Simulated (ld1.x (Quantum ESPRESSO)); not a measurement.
**Transferability test, TM potential for Cd (Z = 48)**

```
Element                 : Cd (Z = 48)
Generator               : ld1.x (Quantum ESPRESSO) 7.5
Type                    : norm-conserving Troullier–Martins (Kleinman–Bylander form)
Functional              : PBE
Relativity              : fully relativistic
Frozen core             : [Kr]
Valence charge          : 12
Reference configuration : 4d10 5s1 5p0 (charge +1)
Partial waves           : 5p (bound, empty): rc 2.52 bohr; 4d (bound): rc 1.40 bohr; 5s (bound): rc 2.14 bohr
Local potential         : the s channel
Core correction         : Bessel-smoothed model core inside 0.60 bohr
```

Open shells are filled in proportion to 2j + 1 (rel_dist='average').

Energies are relative to the spin-unpolarised reference configuration 4d10 5s1 5p0; without spin polarisation the order of configurations can differ from experiment.

**Question.** Give the all-electron excitation energy and the error of the potential for: 4d10 5s2 5p0; 4d10 5s0 5p0; 4d9 5s0 5p0; 4d9 5s2 5p0; 4d10 5s1 5p1; 4d9 5s2 5p1; 4d10 5s0 5p1.

**Answer.**

```json
{"valence configuration": "4d10 5s2 5p0", "charge": "0", "ΔE all-electron (eV)": "-9.273", "error AE − PS (meV)": "-5.8"}
{"valence configuration": "4d10 5s0 5p0", "charge": "+2", "ΔE all-electron (eV)": "17.127", "error AE − PS (meV)": "-14"}
{"valence configuration": "4d9 5s0 5p0", "charge": "+3", "ΔE all-electron (eV)": "55.134", "error AE − PS (meV)": "-231"}
{"valence configuration": "4d9 5s2 5p0", "charge": "+1", "ΔE all-electron (eV)": "8.702", "error AE − PS (meV)": "-238"}
{"valence configuration": "4d10 5s1 5p1", "charge": "0", "ΔE all-electron (eV)": "-4.614", "error AE − PS (meV)": "-1.3"}
{"valence configuration": "4d9 5s2 5p1", "charge": "0", "ΔE all-electron (eV)": "3.363", "error AE − PS (meV)": "-284"}
{"valence configuration": "4d10 5s0 5p1", "charge": "+1", "ΔE all-electron (eV)": "5.769", "error AE − PS (meV)": "-3.4"}
```
